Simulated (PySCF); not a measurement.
Dipole moment and polarisability of `[AlH3-][O+]1CCC[C@H]1[O][GeH3]`

Compound: C₄H₁₃AlGeO₂.
Structure used (PBE0-D3(BJ)/def2-SVP), in Å, numbered top down from 1:
```
atom  x, y, z in Å
Al1   -0.0192   -1.2741   -2.1370
O2    -0.4373   -0.1689   -0.5603
C3    -1.7744   -0.0503   -0.0333
C4    -1.6668    0.9997    1.0615
C5    -0.4629    1.8223    0.6139
C6     0.4804    0.7499    0.1036
O7     1.1111    0.1364    1.1428
Ge8    2.4227   -1.1002    0.9370
H9    -0.8750   -0.5348   -3.2772
H10    1.5707   -1.0214   -2.1237
H11   -0.5375   -2.7132   -1.6501
H12   -2.4271    0.2647   -0.8629
H13   -2.0988   -1.0386    0.3212
H14   -2.5879    1.5900    1.1598
H15   -1.4517    0.5262    2.0300
H16   -0.7290    2.5015   -0.2108
H17    0.0045    2.4022    1.4196
H18    1.1734    1.0793   -0.6899
H19    2.9563   -1.2208    2.3702
H20    3.4642   -0.5174   -0.0281
H21    1.8028   -2.4102    0.4374
```

Level: PBE0/def2-SVPD (PySCF), static field, nuclei fixed, core orbitals frozen in the response. The polarisability tensor in these axes (au):

```
x   121.14  -5.70   6.27
y    -5.70 110.57   3.98
z     6.27   3.98 115.41
```

Q: What are the eigenvalues, a third of the trace, and Δα (Δα² = ½Σ(αi − αj)² over the three pairs)?

A: Principal values 104.35, 117.03 and 125.74 au; mean 115.71 au = 17.15 Å³ = 19.08 × 10⁻⁴⁰ C²·m²/J; Δα = 18.63 au (16 % of the mean).

Q: What is the dipole moment, and where does it point?

A: (-0.45, 2.66, 3.67) D, 4.56 D in size, pointing from the negative to the positive side. Measured along this direction, the outermost atoms are H9 and H11 at the negative end and H17 at the positive end.

Q: What depolarisation ratio follows for Rayleigh scattering of linearly polarised light, taking the static tensor?

A: ρ = 3Δα²/(45ᾱ² + 4Δα²) = 1040.7/(602463 + 1387.7) = 0.00172.

Q: What are the principal values of the traceless quadrupole moment, Θ = ½Σq(3rr − r²1), about the centre of nuclear charge?

A: -19.14, 1.58, 17.56 D·Å. The values depend on the origin, since the dipole doesn't vanish. The electronic extent ⟨r²⟩ about the same centre is 1941 bohr², a root-mean-square distance of 2.36 Å for the 98 electrons.

Q: How large is μ²/3kT at 273 K beside α?

A: In Gaussian units μ²/3kT = 183.67 Å³ against 17.15 Å³, a ratio of 10.71; the Debye molar polarisation (4π/3)N_A(α + μ²/3kT) is 506.6 cm³/mol, leaving out the vibrational part.

Q: Find the Langevin capture rate constant for NH4+ (18.034 u) meeting this molecule (193.994 u), k = 2.342 × 10⁻⁹ cm³/s × √(α in Å³ / reduced mass in u).

A: The reduced mass is 16.50 u, so k = 2.39 × 10⁻⁹ cm³/s. The formula leaves out the permanent dipole, which adds to the capture rate.

Q: Molar refractivity from α?

A: Lorentz–Lorenz: R = (4π/3)N_A α = 2.5225 cm³/(mol·Å³) × 17.15 Å³ = 43.3 cm³/mol, in the limit of long wavelengths.

Geometry: PBE0-D3(BJ)/def2-SVP, one conformer, isolated molecule. The calculation is non-relativistic, for germanium too.
